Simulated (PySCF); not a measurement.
# Unknown compound

The spectra below were simulated for a compound C₄H₆O₂Si.

$^{1}$H NMR (400 MHz, computed): δ 6.14 (br s, 1H), 4.08 (t, 3H), 2.01 (q, 2H).

$^{13}$C{$^{1}$H} NMR (computed): δ 158.5 (C), 97.9 (C), 77.5 (C), 0.8 (CH2).

- geometry: GFN2-xTB
- NMR shieldings at PBE0/pcSseg-1/GIAO
- program: PySCF 2.14.0 with density-fitted response routines
- single conformer, in vacuum, relativity neglected, one averaged value for each set of equivalent atoms

Referencing at the same level of theory: TMS for $^{1}$H (σ = 31.72 ppm), $^{13}$C (σ = 186.93 ppm).

Question: Which of these isomers gave the spectra?
A. O=C1OCC=C1[SiH3]
B. O=C(O)C#CC[SiH3]
C. C[Si@H]1C=CC(=O)O1

Answer: B. 

The formula gives 3 degrees of unsaturation (no ring in the answer). 4 carbon signals for 4 carbons: no two carbons are equivalent. Carbon types of the structure: 3 × C, 1 × CH2, leaving 4 H on heteroatoms. δC 158.5: carboxylic acid carbon; it is a carbonyl in resonance with an O or N lone pair, the region of acids, esters and amides. δC 97.9, 77.5: alkyne carbon; sp carbons lie upfield of alkene carbons because the cylindrical π system leaves one tensor component strongly shielded. δC 0.8: propargylic sp3 CH2 bonded to Si; an electropositive neighbour leaves it electron-rich and shielded. δH 6.14: hydrogen on an acid hydroxyl oxygen; exchangeable; this is the value without hydrogen bonding to other molecules. δH 4.08: hydrogen on a silicon bonded to C.

The others: C[Si@H]1C=CC(=O)O1 would give 4 signals for carbon-bound and other non-exchanging H, not 2; O=C1OCC=C1[SiH3] would give 3 signals for carbon-bound and other non-exchanging H, not 2.

The OH or NH signal is concentration- and solvent-dependent in practice; the value given is the gas-phase one. Shifts are as computed. Against solution values, carbons near 30 ppm lie about +3 ppm off and those near 130 ppm about +5 ppm (rms about the fit 2.1 ppm; single classes can miss by 10 ppm). Of 1328 compounds with measured shifts, 309 miss one by over three times the rms of a fit or turn the order of signals round; such compounds aren't used in these exercises. Signals without a measured value on file couldn't be tested in this way; 1H shifts scatter by 0.2 ppm about their fit, and single ones miss by 0.5 ppm. Hydrogen bonding in solution deshields acid and N–H amide carbonyl carbons by as much as 10 ppm beyond these values. No couplings were computed; multiplicities are counted from neighbouring protons, with m where these are inequivalent, close in shift, in a saturated or five-membered ring or joined by F or P, and br s for small geminal =CH2 splittings.
